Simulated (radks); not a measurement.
The numbers below are computed, except where a source is named.
The mean radii <r> (bohr) of the occupied orbitals of an atom or ion are listed with their occupations. Code: a radial shooting solver on a logarithmic mesh with Libxc functionals. Model: Dirac Kohn-Sham, PBE, spin-unpolarised, spherical densities, finite nucleus; Fermi nuclear charge, rms radius of each element as measured or else 0.836 A^(1/3) + 0.57 fm.

| orbital | occ. | <r> |
|---|---|---|
| 1s1/2 | 2 | 0.03891 |
| 2s1/2 | 1 | 0.1588 |
| 7s1/2 | 1 | 2.047 |

Name the element and its charge. Open shells, if any, are shared by 2j + 1.

Answer. Z = 38, strontium, charge +34: Sr34+ in [He] 2s1 7s1. The 1s radius gives Z: for a bare nucleus <r> = (2 gamma + 1)/(2Z) with gamma = sqrt(1 - (Z/c)^2), 0.03844 bohr for Z = 38, and screening makes it slightly larger (0.03891 here). The occupations add up to 4, and the charge is Z minus that.
